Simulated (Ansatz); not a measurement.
Molecular dynamics of C$_{2}$H$_{5}$ClSi

Input file:

```yaml
crystal:
  periodic: [false, false, false]
  atoms:
    - { symbol: C, position_ang: [-0.292094, 1.223098, -0.073886] }
    - { symbol: C, position_ang: [-0.335563, -0.256499, 0.060619] }
    - { symbol: Si, position_ang: [1.074537, -1.190083, 0.7122] }
    - { symbol: Cl, position_ang: [0.453732, -3.204908, 0.550865] }
    - { symbol: H, position_ang: [0.709634, 1.632627, 0.1006] }
    - { symbol: H, position_ang: [-0.659936, 1.554907, -1.052603] }
    - { symbol: H, position_ang: [-0.968088, 1.663807, 0.673955] }
    - { symbol: H, position_ang: [-1.295084, -0.707614, -0.21834] }
    - { symbol: H, position_ang: [1.31285, -0.715333, -0.75341] }
basis:
  gaussian: { orbitals: "6-31G*" }
hamiltonian:
  xc: pbe0
  dispersion: d4
md:
  timestep: 0.5
  n_steps: 200
  ensemble: nve
  temperature: 100.0
  initial_velocities: maxwell_boltzmann
  seed: 7930
```

Run as:

```bash
$ ansatz run input.yaml --threads 1 --pin off --max-ram 2048MiB --backend cpu --events-out ev --progress --plain --runs-dir out
```

It starts at the highest image of a converged band. Of that band: The profile has 2 maxima (images 3, 7) with wells between them (image 4): this band takes more than one step, which may be the mechanism or a detour left from its start path. A vibrational analysis at the climbing image gives one clearly imaginary mode, 894i cm⁻¹: a first-order saddle point.

Output, in part (step lines, the closing report, with atoms numbered from 0):

```
md step     0: t =     0.00 fs  T =   100.0 K  F+E_penalty+E_count = -22543.50875153 eV  E_kin = 0.090482 eV  conserved = -22543.41826953 eV  (26 SCF iters)
md step     1: t =     0.50 fs  T =    98.0 K  F+E_penalty+E_count = -22543.50687167 eV  E_kin = 0.088637 eV  conserved = -22543.41823498 eV  (24 SCF iters)
md step     2: t =     1.00 fs  T =    92.4 K  F+E_penalty+E_count = -22543.50174614 eV  E_kin = 0.083605 eV  conserved = -22543.41814159 eV  (24 SCF iters)
md step     3: t =     1.50 fs  T =    84.9 K  F+E_penalty+E_count = -22543.49484026 eV  E_kin = 0.076820 eV  conserved = -22543.41801991 eV  (25 SCF iters)
md step     4: t =     2.00 fs  T =    77.5 K  F+E_penalty+E_count = -22543.48806395 eV  E_kin = 0.070155 eV  conserved = -22543.41790886 eV  (26 SCF iters)
md step     5: t =     2.50 fs  T =    72.2 K  F+E_penalty+E_count = -22543.48316058 eV  E_kin = 0.065317 eV  conserved = -22543.41784316 eV  (25 SCF iters)
md step     6: t =     3.00 fs  T =    70.0 K  F+E_penalty+E_count = -22543.48116441 eV  E_kin = 0.063323 eV  conserved = -22543.41784119 eV  (25 SCF iters)
md step     7: t =     3.50 fs  T =    71.0 K  F+E_penalty+E_count = -22543.48211138 eV  E_kin = 0.064212 eV  conserved = -22543.41789909 eV  (25 SCF iters)
[... lines left out ...]
Total energy: -22544.66280554 eV, -828.5010767821 hartree
Atom 0 at    -0.236712     1.227864    -0.086672 Å, force     0.102813    -0.370386    -1.766205 eV/Å
Atom 1 at    -0.492377    -0.282966     0.021922 Å, force     0.022873    -2.676918     0.864097 eV/Å
Atom 2 at     1.163788    -1.197863     0.770405 Å, force    -1.384688     0.306058    -0.606065 eV/Å
Atom 3 at     0.461756    -3.186790     0.509449 Å, force     0.159659     0.193268     0.075377 eV/Å
Atom 4 at     0.399766     1.708683     0.681460 Å, force    -0.606491    -0.468472     0.160459 eV/Å
Atom 5 at     0.371470     1.315545    -1.009914 Å, force    -0.151607     0.301850     0.214145 eV/Å
Atom 6 at    -1.143747     1.821668    -0.298935 Å, force     0.230946    -0.122850     0.431700 eV/Å
Atom 7 at    -1.315635    -0.641584     0.754962 Å, force     1.041367     0.895397    -0.794985 eV/Å
Atom 8 at    -0.772757    -0.937754    -0.929086 Å, force     0.585129     1.942053     1.421476 eV/Å
Dipole moment:    -0.072311     0.419303    -0.064880 e Å
```

The steps, from the saved trajectory:

| time (fs) | T (K) | potential energy less start (eV) | conserved less start (meV/atom) |
| --- | --- | --- | --- |
| 0.0 | 100 | 0.000 | 0.00 |
| 3.0 | 70 | 0.028 | 0.05 |
| 6.0 | 79 | 0.019 | 0.02 |
| 9.0 | 87 | 0.013 | 0.05 |
| 12.0 | 165 | -0.058 | 0.05 |
| 15.0 | 407 | -0.276 | 0.10 |
| 18.0 | 1024 | -0.837 | -0.07 |
| 21.0 | 1072 | -0.880 | -0.09 |
| 24.0 | 1102 | -0.910 | -0.36 |
| 27.0 | 941 | -0.761 | 0.04 |
| 30.0 | 1382 | -1.161 | -0.10 |
| 33.0 | 1256 | -1.047 | -0.11 |
| 36.0 | 1312 | -1.104 | -0.79 |
| 39.0 | 463 | -0.327 | 0.22 |
| 42.0 | 940 | -0.763 | -0.33 |
| 45.0 | 664 | -0.506 | 0.51 |
| 48.0 | 695 | -0.540 | -0.23 |
| 51.0 | 335 | -0.211 | 0.19 |
| 54.0 | 1121 | -0.929 | -0.52 |
| 57.0 | 1056 | -0.863 | 0.21 |
| 60.0 | 1044 | -0.855 | -0.10 |
| 63.0 | 733 | -0.572 | 0.11 |
| 66.0 | 1208 | -1.010 | -0.82 |
| 69.0 | 1030 | -0.846 | -0.47 |
| 72.0 | 977 | -0.793 | 0.03 |
| 75.0 | 960 | -0.778 | 0.04 |
| 78.0 | 1300 | -1.091 | -0.52 |
| 81.0 | 858 | -0.687 | -0.10 |
| 84.0 | 591 | -0.444 | 0.02 |
| 87.0 | 556 | -0.411 | 0.09 |
| 90.0 | 1087 | -0.897 | -0.44 |
| 93.0 | 896 | -0.721 | -0.11 |
| 96.0 | 718 | -0.559 | 0.04 |
| 99.0 | 1058 | -0.866 | 0.02 |

The run went to its last step. The conserved energy stayed within 1 meV per atom of its start (net change -0.21 meV per atom), so the integration is sound. The system heated up, since it started high on the potential surface and ran downhill. A run of 0.1 ps of so small a system gives no equilibrium averages. The orbitals stay closed-shell, which can raise the energy where a bond breaks towards radicals; this wasn't checked here.

The step under study would form C2–H9 and break Si3–H9. These pairs go: C2–H9 1.89 → 1.19 Å, Si3–H9 1.56 → 2.59 Å. In the last frame they stand as after the step (other bonds may differ from the relaxed reactants and products). It ends as one piece, C2H5ClSi. Pairs count as bonded within 1.25 times the sum of covalent radii (0.12 Å more for H–H).

Last frame:

```xyz
9
Properties=species:S:1:pos:R:3
C -0.237 1.228 -0.087
C -0.492 -0.283 0.022
Si 1.164 -1.198 0.770
Cl 0.462 -3.187 0.509
H 0.400 1.709 0.681
H 0.371 1.315 -1.010
H -1.144 1.822 -0.299
H -1.316 -0.642 0.755
H -0.773 -0.938 -0.929
```

Run time: 6.2 min on 1 thread of Intel(R) Xeon(R) 6975P-C (Granite Rapids) (shared host), peak memory 0.17 GiB.
